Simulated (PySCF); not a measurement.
Bonds: B1-C4 1.539 Å, C4-C5 1.410 Å, C4-C9 1.410 Å, C5-C6 1.391 Å, C6-C7 1.396 Å, C7-C8 1.396 Å, C8-C9 1.391 Å. B1 carries H2, H3; C5 carries H10; C6 carries H11; C7 carries H12; C8 carries H13; C9 carries H14.

One computed conformer, equivalent nuclei averaged, no relativistic terms, in vacuum. σ from GIAO-PBE0/pcSseg-1; structure optimised with PBE0-D3(BJ)/def2-SVP; PySCF 2.14.

Scale: 13C (184.41 ppm) and 1H (31.27 ppm) against TMS; 11B (100.73 ppm) against BF3·OEt2 (reference shieldings calculated alike).

| atoms | nucleus | count | Hirshfeld charge | δ (ppm) |
| --- | --- | --- | --- | --- |
| H11/H13 | 1H | 2 | 0.05 | 7.64 |
| H10/H14 | 1H | 2 | 0.05 | ? |
| C6/C8 | 13C | 2 | -0.05 | 133.2 |
| C4 | 13C | 1 | -0.08 | ? |
| B1 | 11B | 1 | 0.13 | 75.9 |
| H12 | 1H | 1 | 0.06 | 7.73 |
| H2/H3 | 1H | 2 | -0.06 | 7.27 |
| C7 | 13C | 1 | -0.03 | ? |
| C5/C9 | 13C | 2 | -0.03 | 150.5 |

Estimate the values marked ?.

Results:


- C4: 147.1 ppm, carbon bonded to 2 C, B
- C7: 141.5 ppm, carbon bonded to 2 C, H
- H10/H14: 8.18 ppm, hydrogen on a carbon bonded to 2 C

Hydrogens on boron are broadened and split by 11B (spin 3/2, 80 %) and 10B (spin 3). A carbon bonded to boron is broadened by the quadrupolar boron nucleus and is often missing from a measured spectrum. Shifts are as computed. Against solution values, carbons near 30 ppm lie about +2 ppm off and those near 130 ppm about +5 ppm. Of 1211 compounds with measured shifts, 218 miss one by over three times the rms of a fit or turn the order of signals round; such compounds aren't used in these exercises.
